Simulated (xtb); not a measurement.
C2H6Si, charge +1, doublet, geometry from GFN2-xTB (a state made from the parent by changing its charge; the spin is typed, not shown lowest); GFN0-xTB run with xtb.

Here is a job for xtb.
```
$ xtb mol.xyz --gfn 0 --chrg 1 --uhf 1 --acc 1000 --json

# file mol.xyz
9

Si    -0.20261645     0.08870203     0.41809383
C      0.82033129     1.51475671    -0.27676035
H      0.76188524     2.40534910     0.35442221
H      0.47026820     1.78603612    -1.27483095
H      1.87093693     1.22764217    -0.35355064
C     -0.55305034    -1.63176776    -0.27476702
H      0.38078927    -2.15861458    -0.48130425
H     -1.11380014    -1.55910376    -1.20878165
H     -1.13713497    -2.24107116     0.41989596
```

Problem. Predict the main parts of the log of this xtb run.

Solution. 
```
   ID    Z sym.   atoms
    1   14 Si     1
    2    6 C      2, 6
    3    1 H      3-5, 7-9

           -------------------------------------------------
          |                Calculation Setup                |
           -------------------------------------------------

           -------------------------------------------------
          |                 G F N 0 - x T B                 |
           -------------------------------------------------

          ...................................................
          :                      SETUP                      :
          :.................................................:
          :  # basis functions                  30          :
          :  # atomic orbitals                  29          :
          :  # shells                           19          :
          :  # electrons                        17          :
          :  electronic temp.          300.0000000     K    :
          :  accuracy                 1000.0000000          :
          :  -> integral cutoff          0.2000000E+02      :
          :  -> integral neglect         0.1000000E-04      :
          ...................................................

         :::::::::::::::::::::::::::::::::::::::::::::::::::::
         ::                     SUMMARY                     ::
         :::::::::::::::::::::::::::::::::::::::::::::::::::::
         :: total energy              -7.578457953931 Eh    ::
         :: gradient norm              0.011547999076 Eh/a0 ::
         :: HOMO-LUMO gap              0.902941278796 eV    ::
         ::.................................................::
         :: H0 energy                 -8.996534434083 Eh    ::
         :: repulsion energy           0.138617699970 Eh    ::
         :: electrostat energy         1.280759474210 Eh    ::
         :: -> Gsolv                   0.000000000000 Eh    ::
         ::    -> Gsasa                0.000000000000 Eh    ::
         ::    -> Gshift               0.000000000000 Eh    ::
         :: dispersion energy         -0.001300694028 Eh    ::
         :: short-range corr.          0.000000000000 Eh    ::
         :: add. restraining           0.000000000000 Eh    ::
         :: total charge               1.000000000000 e     ::
         :::::::::::::::::::::::::::::::::::::::::::::::::::::

           -------------------------------------------------
          |                Property Printout                |
[...]
        29                          0.6261064              17.0372
      -------------------------------------------------------------
                  HL-Gap            0.0331825 Eh            0.9029 eV
             Fermi-level            0.0000000 Eh            0.0000 eV

     #   Z          covCN         q      C6AA      α(0)
     1  14 Si       1.753     0.663   199.718    29.326
     2   6 C        3.649    -0.730    45.070     9.750
     3   1 H        0.924     0.304     0.697     1.306
     4   1 H        0.924     0.297     0.717     1.324
     5   1 H        0.924     0.297     0.717     1.324
     6   6 C        3.649    -0.730    45.070     9.750
     7   1 H        0.924     0.297     0.717     1.324
     8   1 H        0.924     0.297     0.717     1.324
     9   1 H        0.924     0.304     0.697     1.306

 Mol. C6AA /au·bohr⁶  :       1037.094001
 Mol. C8AA /au·bohr⁸  :      42688.018469
 Mol. α(0) /au        :         56.733658

Wiberg/Mayer (AO) data.
largest (>0.10) Wiberg bond orders for each atom

 ---------------------------------------------------------------------------
     #   Z sym  total        # sym  WBO       # sym  WBO       # sym  WBO
 ---------------------------------------------------------------------------
     1  14 Si   2.314 --     2 C    1.047     6 C    1.047
     2   6 C    3.954 --     1 Si   1.047     3 H    0.953     4 H    0.950
                             5 H    0.950
     3   1 H    0.990 --     2 C    0.953
     4   1 H    0.985 --     2 C    0.950
     5   1 H    0.985 --     2 C    0.950
     6   6 C    3.954 --     1 Si   1.047     9 H    0.953     7 H    0.950
                             8 H    0.950
     7   1 H    0.985 --     6 C    0.950
     8   1 H    0.985 --     6 C    0.950
     9   1 H    0.990 --     6 C    0.953
 ---------------------------------------------------------------------------

Topologies differ in total number of bonds
Writing topology from bond orders to xtbtopo.mol

 dipole moment from electron density (au)
     X       Y       Z
  -0.2899   0.1269   0.5983  total (Debye):    1.720

           -------------------------------------------------
          | TOTAL ENERGY               -7.578457953931 Eh   |
          | GRADIENT NORM               0.011547999076 Eh/α |
          | HOMO-LUMO GAP               0.902941278796 eV   |
           -------------------------------------------------

normal termination of xtb
```
